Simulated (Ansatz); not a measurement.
`S[Si]S` + HBr → `S[Si]Br` + H₂S at 600 K and 1 bar (ligand exchange at the Si–S bond).

Isolated molecules relaxed with PBE0-D4/def2-TZVP in Ansatz; ΔE leaves out vibrations. CCSD(T)/CBS adds triple-zeta CCSD(T) − MP2 to the extrapolated MP2 energy (def2 sets, frozen cores). This one scheme is used for every species. For Br outer-core shells are correlated without core-valence functions, which leaves a few kJ/mol of doubt a bond. Scalar relativity is left out up to krypton. Each species was taken in one conformer, which may not be the lowest.

```json
{"species": "`S[Si]S`", "CCSD(T)/CBS energy (Eh)": "-1085.85683", "H − E (kJ/mol)": "91.4", "S (J/(mol·K))": "356.3"}
{"species": "HBr", "CCSD(T)/CBS energy (Eh)": "-2573.91920", "H − E (kJ/mol)": "33.5", "S (J/(mol·K))": "219.1"}
{"species": "`S[Si]Br`", "CCSD(T)/CBS energy (Eh)": "-3260.81547", "H − E (kJ/mol)": "63.7", "S (J/(mol·K))": "351.9"}
{"species": "H₂S", "CCSD(T)/CBS energy (Eh)": "-398.97279", "H − E (kJ/mol)": "60.8", "S (J/(mol·K))": "230.9"}
```

H − E and S are ideal-gas, rigid-rotor, harmonic terms from PBE0-D4/def2-TZVP, for one conformer and one mirror image of each species. 1 Eh = 2625.50 kJ/mol, R = 8.31446 J/(mol·K).

By hand: ΔE, ΔH, ΔS and ΔG.

ΔE = (-3260.81547) + (-398.97279) − (-1085.85683) − (-2573.91920) = -0.01223 Eh = -32.1 kJ/mol. Δ(H − E) = 63.7 + 60.8 − 91.4 − 33.5 = -0.4, so ΔH = -32.5 kJ/mol. ΔS = 351.9 + 230.9 − 356.3 − 219.1 = 7.4 J/(mol·K). ΔG = -32.5 − 600 × (7.4)/1000 = -36.9 kJ/mol.

By hand: the equilibrium constant, and the temperature at which ΔG would vanish if ΔH and ΔS stayed fixed.

log₁₀ K = −ΔG/(RT ln 10) = 3.2. ΔH and −TΔS have one sign here, so there is no such temperature.

The number of gas molecules stays the same, so ΔS is small and ΔH decides. A doubt of 5 kJ/mol in ΔE shifts log₁₀ K by 0.4 here. Other conformers and mirror images would add mixing entropy, several J/(mol·K) or more a flexible species. These are equilibria of isolated gas molecules and say nothing of rates. Largest T1 diagnostic: 0.015 (customary marks: 0.02 for closed shells, 0.045 for open ones).

ΔS is within the doubt of such terms, so its sign, and with it that verdict, could turn.
